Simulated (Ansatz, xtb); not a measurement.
Molecule: CdI (charge 0, doublet). The spin state was set by rule; other spins were not relaxed. SMILES of the parent species: [I][Cd]
Coordinates optimised at B3LYP-D3(BJ)/def2-TZVP (Ansatz, a first-principles code):
```xyz
2

Cd     0.0000     0.0000    -1.4459
I      0.0000     0.0000     1.3095
```
Charge 0, spin multiplicity 2.

Harmonic wavenumbers from GFN2-xTB (xtb, at its own minimum), cm⁻¹: 150.

Question: Give the harmonic wavenumbers at B3LYP-D3(BJ)/def2-TZVP (Ansatz, finite differences of forces, unscaled).

Answer: 153 cm⁻¹. Zero-point energy 0.2 kcal/mol.

Question: From these and the geometry, give the ideal-gas thermochemistry at 298.15 K and 1 atm (rigid rotor, harmonic oscillator).

Answer: Point group C∞v, rotational symmetry number 1. Rotational constants 1.117, 1.117 GHz. S(trans) 42.32, S(rot) 19.12, S(vib) 2.64, S(elec, spin only) 1.38, S 65.5 cal/(mol K). H(298) - H(0) 2.47 kcal/mol; G - E(el) -16.8 kcal/mol.
